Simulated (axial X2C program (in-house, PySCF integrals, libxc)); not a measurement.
## HBr: cheaper levels and CCSD(T), 2c

Computed with an in-house relativistic program for diatomic molecules. Two-component (2c) means X2C with spin–orbit coupling and atomic mean-field two-electron Coulomb and Gaunt terms. Basis: Br dyall-cv3z [8s9p6d4f1g], H dyall-v3z [6s2p1d] (cores contracted in-house); Gaussian nuclei, density fitting, unrestricted open shells. Masses: Br 78.918 u, H 1.008 u.

State: Ω = 0 (closed shell); fragments Br + H.

```
level  Re (Å)  ωe (cm⁻¹)  De (eV)
 PBE0   1.419     2650.3     3.84
   HF   1.405     2783.8     2.63
  MP2   1.411     2712.7     3.77
 CCSD   1.415     2665.5     3.76
  LDA   1.430     2558.7     4.40
 BP86   1.432     2542.0     4.01
B97-3   1.419     2649.1     3.80
```

Correlated methods: 8 electrons correlated (number of frozen shells: Br 3 s, 2 p, 1 d; H none), 144 virtual spin orbitals or spinors in MP2, 74 natural virtuals in coupled cluster.

CCSD(T), same Hamiltonian and basis:

Re = 1.417 Å, ωe = 2647.8 cm⁻¹, De = 3.81 eV; T1 = 0.006 (Lee–Taylor normalisation).

(1) Give the differences from CCSD(T) in the columns below.

One determinant describes the state; a PBE0 search over occupations chose it and may have missed a lower one. Closed shells are restricted here (equal orbitals for both partners); the stretched side of such a curve lies too high. De is counted from the lowest determinant-based energies of the atoms at the same level, without counterpoise correction. Coupled cluster ran in a truncated set of natural virtual spinors; the MP2 energy of the rest was added. (T) has no such correction and the atoms are truncated less, which lowers De at CCSD(T) by a hundredth of an eV or more. The functionals have no current-density term, which raises determinants with orbital currents, atoms included.

Results:

(1) 

```json
{"level": "PBE0", "ΔRe (Å)": "0.002", "Δωe (cm⁻¹)": "2", "ΔDe (eV)": "0.03"}
{"level": "HF", "ΔRe (Å)": "-0.012", "Δωe (cm⁻¹)": "136", "ΔDe (eV)": "-1.18"}
{"level": "MP2", "ΔRe (Å)": "-0.006", "Δωe (cm⁻¹)": "65", "ΔDe (eV)": "-0.04"}
{"level": "CCSD", "ΔRe (Å)": "-0.002", "Δωe (cm⁻¹)": "18", "ΔDe (eV)": "-0.05"}
{"level": "LDA", "ΔRe (Å)": "0.013", "Δωe (cm⁻¹)": "-89", "ΔDe (eV)": "0.59"}
{"level": "BP86", "ΔRe (Å)": "0.015", "Δωe (cm⁻¹)": "-106", "ΔDe (eV)": "0.20"}
{"level": "B97-3", "ΔRe (Å)": "0.002", "Δωe (cm⁻¹)": "1", "ΔDe (eV)": "-0.01"}
```
